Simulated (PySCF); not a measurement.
# KF and its ions

r²SCAN; basis K def2-SVPD, F def2-SVPD; no relativity; PySCF 2.14. Neutral (UKS): singlet (closed shell), Re = 2.229 Å, ωe = 414 cm⁻¹, De = 5.08 eV, HOMO -4.78 eV, LUMO -0.87 eV.

KF⁻ (UKS): doublet (σ ↑), Re = 2.315 Å, ωe = 344 cm⁻¹, De = 2.04 eV to K + F⁻. The energies at the minima are -699.59128 hartree for KF and -699.60501 for KF⁻.

Question: Work out the adiabatic electron affinity, without and with harmonic zero-point energies (1 hartree = 27.2114 eV, 1 eV = 8065.5 cm⁻¹), and the change of the bond length.

Answer: At r²SCAN: 0.01373 hartree = 0.374 eV between the minima; the zero-point term (414.0 − 344.0)/2 cm⁻¹ = +0.004 eV makes it 0.378 eV. Re changes by +8.6 pm against the neutral. The electron enters a σ orbital; in so polar a molecule the change of length follows mostly from the change of the ionic charges.

For an ion De counts to the pair picked by the measured ionisation energies or electron affinities, which need not be the lowest pair at this level. The highest Kohn–Sham level is positive in this anion. Much of that is self-interaction error, but it also means that the finite basis helps to hold the extra electron. States were picked by a PBE0 search and need not be the measured ground states.
